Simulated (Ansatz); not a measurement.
Basis sets compared for `CN(C)c1ccc(C#Cc2ccc(C#Cc3ccc(C#CC#N)cc3)cc2)cc1`. Charge 0, multiplicity 1. Geometry r2SCAN-D4/def2-SVP. Ansatz on 2 threads of AMD EPYC 7R13 on a shared host and a share (18 GiB) of an NVIDIA H100 80GB HBM3; times are rough, and most runs start from earlier orbitals.

```xyz
47

C    -2.3649   -8.4136    3.7271
N    -3.2255   -7.4905    3.0220
C    -4.5933   -7.8565    2.7307
C    -2.7181   -6.3009    2.5528
C    -3.5253   -5.3932    1.8191
C    -3.0097   -4.1911    1.3531
C    -1.6669   -3.8239    1.5879
C    -1.1433   -2.5930    1.1058
C    -0.6919   -1.5322    0.6902
C    -0.1623   -0.3096    0.1911
C     0.4392   -0.2524   -1.0869
C     0.9572    0.9395   -1.5780
C     0.8926    2.1223   -0.8083
C     1.4230    3.3427   -1.3117
C     1.8806    4.3914   -1.7486
C     2.4124    5.6077   -2.2572
C     3.7655    5.9517   -2.0328
C     4.2874    7.1375   -2.5308
C     3.4708    8.0221   -3.2727
C     4.0015    9.2313   -3.7825
C     4.4627   10.2791   -4.2246
C     4.9740   11.4448   -4.7163
N     5.4126   12.4458   -5.1389
C     2.1171    7.6816   -3.4992
C     1.5991    6.4947   -2.9996
C     0.2900    2.0699    0.4682
C    -0.2277    0.8766    0.9570
C    -0.8615   -4.7291    2.3125
C    -1.3669   -5.9336    2.7833
H    -1.5220   -8.7638    3.1005
H    -2.9479   -9.2922    4.0307
H    -1.9372   -7.9599    4.6401
H    -4.7803   -7.9496    1.6435
H    -4.8159   -8.8251    3.1959
H    -5.3105   -7.1166    3.1314
H    -4.5691   -5.6291    1.6082
H    -3.6560   -3.5101    0.7930
H     0.4934   -1.1639   -1.6873
H     1.4218    0.9719   -2.5668
H     4.3988    5.2701   -1.4601
H     5.3338    7.3974   -2.3533
H     1.4830    8.3624   -4.0722
H     0.5529    6.2342   -3.1765
H     0.2360    2.9808    1.0698
H    -0.6908    0.8430    1.9463
H     0.1829   -4.4714    2.5076
H    -0.7013   -6.5974    3.3364
```

Single mean-field runs in def2-SVP, def2-TZVP are fitted with def2-universal-jkfit.

Binding counts from free atoms (C triplet, N quartet, H doublet) in the same basis, without a counterpoise term.

| level | functions | energy (Eh) | HOMO (eV) | LUMO (eV) | binding per atom (eV) | wall time |
| --- | --- | --- | --- | --- | --- | --- |
| PBE-D4/def2-SVP | 496 | -1146.8305 | -4.64 | -3.05 | 5.58 | 9.5 s |
| PBE0-D4/def2-SVP | 496 | -1146.9015 | -5.59 | -2.42 | 5.44 | 8 s |

Question: Estimate the rows for PBE-D4/def2-TZVP (with forces), PBE0-D4/def2-TZVP.

Answer: 
```csv
level,functions,energy (Eh),HOMO (eV),LUMO (eV),binding per atom (eV),wall time
PBE-D4/def2-TZVP (with forces),1007,-1148.0441,-4.73,-3.15,5.50,9 s
PBE0-D4/def2-TZVP,1007,-1148.1034,-5.63,-2.47,5.36,9.5 s
```
